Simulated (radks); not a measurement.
The osmium ion Os2+, 74 electrons, occupied as [Xe] 4f11 5d6 6s2 6p1 (not the ground configuration).

Method: Dirac Kohn-Sham, LDA (Slater exchange, Perdew-Wang correlation), spin-unpolarised, spherical densities, finite nucleus; open shells fill j = l - 1/2 first; Fermi nuclear charge, rms radius 5.4126 fm; computed with a radial shooting solver on a logarithmic mesh with Libxc functionals.

Energy parts (hartree):
| part | energy |
|---|---|
| total | -17260.3030 |
| kinetic | 19581.6106 |
| electron-nucleus | -43093.4326 |
| Hartree | 6579.1292 |
| exchange-correlation | -327.6103 |

Orbitals (lengths in bohr, moments of r in powers of bohr; r(90%) holds 90 % of the orbital's charge):
orbital  occ.  eigenvalue (hartree)  r(90%)
1s1/2       2             -2709.840  0.0324
2s1/2       2             -473.7634   0.116
2p1/2       2             -453.9277   0.102
2p3/2       4             -397.7408   0.113
3s1/2       2             -112.3313   0.285
3p1/2       2             -103.4133   0.276
3p3/2       4             -91.16809   0.297
3d3/2       4             -76.12528   0.270
3d5/2       6             -73.47312   0.276
4s1/2       2             -25.58287   0.616
4p1/2       2             -21.83054   0.628
4p3/2       4             -18.88423   0.674
4d3/2       4             -12.69520   0.708
4d5/2       6             -12.14074   0.724
5s1/2       2              -4.91167    1.37
4f5/2       6              -4.27324   0.826
4f7/2       5              -4.15825   0.836
5p1/2       2              -3.66862    1.49
5p3/2       4              -3.12607    1.61
5d3/2       4              -1.38704    2.11
5d5/2       2              -1.32134    2.17
6s1/2       2              -0.98568    3.35
6p1/2       1              -0.70460    3.92
6p3/2       0              -0.63532    4.22

The highest occupied level is 6p1/2 at -19.173 eV. The density falls to 0.001 e/bohr^3 at r = 4.12 bohr. Summed over all electrons, <r^2> = 53.36 bohr^2, which gives a Langevin (diamagnetic) susceptibility term of -42.3 x 10^-6 cm^3/mol. The electron density at the nucleus is 1.669e+06 e/bohr^3.
